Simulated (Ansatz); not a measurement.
`N#[C][SnH2][Cl]` + `FB(F)Cl` → `[Cl][SnH2][Cl]` + `N#CB(F)F` at 500 K and 1 bar (redistribution).

Isolated molecules relaxed with PBE0-D4/def2-TZVP in Ansatz; ΔE leaves out vibrations. CCSD(T)/CBS adds triple-zeta CCSD(T) − MP2 to the extrapolated MP2 energy (def2 sets, frozen cores). def2 core potentials past Kr. For Sn outer-core shells are correlated without core-valence functions, which leaves a few kJ/mol of doubt a bond.

| species | CCSD(T)/CBS energy (Eh) | H − E (kJ/mol) | S (J/(mol·K)) |
| --- | --- | --- | --- |
| `N#[C][SnH2][Cl]` | -767.77261 | 97.2 | 384.9 |
| `FB(F)Cl` | -684.31926 | 53.3 | 306.9 |
| `[Cl][SnH2][Cl]` | -1134.85982 | 74.1 | 355.6 |
| `N#CB(F)F` | -317.24121 | 77.4 | 328.0 |

H − E and S are ideal-gas, rigid-rotor, harmonic terms from PBE0-D4/def2-TZVP. 1 Eh = 2625.50 kJ/mol, R = 8.31446 J/(mol·K).

Question: By hand: ΔE, ΔH, ΔS and ΔG.

Answer: ΔE = (-1134.85982) + (-317.24121) − (-767.77261) − (-684.31926) = -0.00916 Eh = -24.0 kJ/mol. Δ(H − E) = 74.1 + 77.4 − 97.2 − 53.3 = 1.0, so ΔH = -23.0 kJ/mol. ΔS = 355.6 + 328.0 − 384.9 − 306.9 = -8.2 J/(mol·K). ΔG = -23.0 − 500 × (-8.2)/1000 = -18.9 kJ/mol.

Question: By hand: the equilibrium constant, and the temperature at which ΔG would vanish if ΔH and ΔS stayed fixed.

Answer: log₁₀ K = −ΔG/(RT ln 10) = 2.0. ΔG = 0 at ΔH/ΔS = 2805 K, far beyond where these terms or the molecules hold.

The number of gas molecules stays the same, so ΔS is small and ΔH decides. A doubt of 5 kJ/mol in ΔE shifts log₁₀ K by 0.5 here. These are equilibria of isolated gas molecules and say nothing of rates. Largest T1 diagnostic: 0.014 (customary marks: 0.02 for closed shells, 0.045 for open ones).
